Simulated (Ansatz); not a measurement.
The first iterations of a band of CH$_{6}$SeSi (9 atoms, charge 0, multiplicity 1).

Computed with RKS PBE-D4/def2-SVP (Ansatz).

```yaml
movable_images: 5
climbing_image: yes
spring: 5.0 eV/Å²
optimiser: quadratic models (default)
start_path: straight line
force_threshold: 0.03 eV/Å
iteration_limit: 60
end_points: relaxed
```

First end point:

```xyz
9
Properties=species:S:1:pos:R:3
C -0.869 0.613 -0.599
Si 0.490 -0.631 -0.195
Se 1.854 0.074 1.528
H -1.473 0.257 -1.460
H -0.433 1.598 -0.854
H -1.549 0.748 0.266
H 1.444 -0.793 -1.346
H -0.116 -1.972 0.131
H 0.741 0.059 2.513
```

Last end point:

```xyz
9
Properties=species:S:1:pos:R:3
C -0.608 1.197 -0.663
Si -0.724 -0.750 -0.600
Se 1.092 -0.870 1.239
H -1.013 1.480 -1.662
H 0.401 1.656 -0.588
H -1.275 1.673 0.085
H 0.565 -1.007 -1.443
H 1.343 -2.331 1.121
H 0.308 -1.094 2.492
```

| iteration | highest image above the first end (eV) | largest band force component (eV/Å) |
| --- | --- | --- |
| 1 | 2.760 | 3.634 |
| 2 | 2.600 | 1.200 |
| 3 | 2.525 | 0.374 |

Problem. Does the band converge within its limit, and where does its top end?

Solution. The run converged. It ended after 10 iterations with the highest image 2.508 eV above the first end. Neighbouring images differ by up to 1.4 eV, so the band resolves the path poorly. Another band between the same ends (5 images) ends at a top of the same energy, where a vibrational analysis finds 1 clearly imaginary mode. The orbitals stay closed-shell, which can raise the energy where a bond breaks towards radicals; this wasn't checked here.

The run took 30 s on 2 threads of AMD EPYC 9R45 96-Core Processor (Zen 5) (shared host), peak memory 0.15 GiB.
